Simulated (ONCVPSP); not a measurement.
An all-electron radial function and its pseudo partner (Bi)

Columns: radius, all-electron u(r) and pseudo u(r) of the 5d shell (level -27.06 eV) of bismuth in the configuration [Kr] 4d10 4f14 5s2 5p6 5d10 6s2 6p3; PBEsol, scalar-relativistic, ONCV scheme, ONCVPSP 4.0.1.

```tsv
r (bohr)	all-electron	pseudo
0.098	0.3535	0.0044
0.195	-0.0953	0.0326
0.292	-0.4971	0.1014
0.390	-0.4256	0.2166
0.488	-0.0918	0.3692
0.585	0.2828	0.5387
0.682	0.5965	0.7039
0.780	0.8192	0.8450
0.878	0.9513	0.9455
0.975	1.0093	0.9989
1.072	1.0143	1.0088
1.170	0.9829	0.9827
1.268	0.9286	0.9310
1.365	0.8621	0.8647
1.463	0.7892	0.7910
1.560	0.7160	0.7168
1.658	0.6440	0.6442
1.755	0.5764	0.5764
1.852	0.5136	0.5136
1.950	0.4554	0.4554
2.047	0.4031	0.4031
2.145	0.3555	0.3555
2.242	0.3134	0.3134
2.340	0.2754	0.2754
2.438	0.2417	0.2417
2.535	0.2122	0.2122
```

(1) How many radial nodes do the two functions have?

(2) At about which radius was the pseudo-wave matched?

(3) Where does each function peak?

(4) Is the pseudo-wave norm-conserving?

Answers

(1) The all-electron 5d function has n − l − 1 = 2; the pseudo-wave has 0, since the states of the same l below it are removed with the core.

(2) 1.85 bohr. The columns agree to 0.0005 from 1.66 bohr on; several derivatives are matched, so the curves merge somewhat inside the radius.

(3) Outermost all-electron maximum near 1.07 bohr, pseudo maximum near 1.07 bohr (to the table’s step).

(4) Yes: the ONCV scheme keeps the norm inside the radius equal to the all-electron one, which fixes the energy derivative of the logarithmic derivative at the level.
